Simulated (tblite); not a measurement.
`O=COCC(F)(F)F` (2,2,2-trifluoroethyl formate). The geometry is computed with GFN2-xTB (gas phase).

```
atom  x, y, z in Å
O1     1.6871   -1.2705    0.9909
C2     1.8522   -0.5229    0.0804
O3     0.9004   -0.0353   -0.7213
C4    -0.4355   -0.4015   -0.4303
C5    -1.1723    0.7836    0.1976
F6    -2.4115    0.4290    0.5620
F7    -0.5523    1.2422    1.2864
F8    -1.2933    1.8104   -0.6483
H9     2.8190   -0.1265   -0.2604
H10   -0.9355   -0.6688   -1.3646
H11   -0.4527   -1.2370    0.2815
```

(1) What is the longest distance between nuclei?

(2) Work out the bond lengths O1=C2, C2–O3, C4–H10, C5–F6, C5–F7, C5–F8 in Å.

(3) Where is the centre of mass (commonest isotopes), and what is the radius of gyration?

(4) Give the dihedral angles H11–C4–C5–F6, C2–O3–C4–C5, O3–C4–C5–F8, H9–C2–O3–C4.

(5) How far apart are these pairs, which share no bond: O1···F6, C2···H10, C2···H11, O3···H10, C5···H11, F6···F7?

(6) What is the repulsion energy of the bare nuclei, Σ ZA·ZB/RAB?

(7) What are the angles O1–C2–O3, C2–O3–C4, H10–C4–H11, O3–C4–H11, C5–C4–H10, C5–C4–H11, F6–C5–F7, F6–C5–F8?

(8) Write the matrix of distances between heavy atoms (Å, lower triangle).

Answers

(1) F6···H9, 5.32 Å; the next longest distance is 4.59 Å.

(2) For O1=C2 the difference vector is (0.1651, 0.7476, -0.9105) Å, of length 1.1896 Å. O1=C2 1.190; C2–O3 1.337; C4–H10 1.093; C5–F6 1.339; C5–F7 1.334; C5–F8 1.336 Å.

(3) Mass 128.009 u; centre at (-0.274, 0.324, 0.187) Å; Rg = √(Σ m r²/M) = 1.891 Å. As Ia + Ib + Ic = 2 Σ m r², the three principal moments sum to 915.5 u·Å².

(4) H11–C4–C5–F6 -55° (synclinal); C2–O3–C4–C5 106° (anticlinal); O3–C4–C5–F8 65° (synclinal); H9–C2–O3–C4 -178° (antiperiplanar). Dihedral signs follow IUPAC: positive where, seen along the central bond, the front bond turns clockwise onto the rear one.

(5) O1···F6 4.458 Å (5 bonds apart); C2···H10 3.143 Å (3 bonds apart); C2···H11 2.421 Å (3 bonds apart); O3···H10 2.046 Å (2 bonds apart); C5···H11 2.147 Å (2 bonds apart); F6···F7 2.155 Å (2 bonds apart).

(6) 415.92 Eh over 55 pairs, with full nuclear charges and distances in bohr; the largest single term is 21.42 Eh (C5 with F7).

(7) From the scalar product of the two bond vectors; for O1–C2–O3 it is -0.9373 Å² over 1.1896 × 1.3366 Å², cos θ = -0.5895. O1–C2–O3 126.1°; C2–O3–C4 117.0°; H10–C4–H11 111.2°; O3–C4–H11 110.2°; C5–C4–H10 108.7°; C5–C4–H11 108.4°; F6–C5–F7 107.4°; F6–C5–F8 107.0°.

(8) 
```
O1    0.000
C2    1.190  0.000
O3    2.253  1.337  0.000
C4    2.698  2.347  1.415  0.000
C5    3.609  3.297  2.411  1.530  0.000
F6    4.458  4.395  3.582  2.362  1.339  0.000
F7    3.379  3.217  2.788  2.380  1.334  2.155  0.000
F8    4.589  3.984  2.868  2.382  1.336  2.150  2.148  0.000
```

Its GFN2-xTB frequencies are all real (lowest 36 cm⁻¹). The numbers are those of one conformer. 3 starts were optimised and ended at 0.00, 0.00 and 0.82 kcal/mol (GFN2-xTB); the lowest of these is shown.
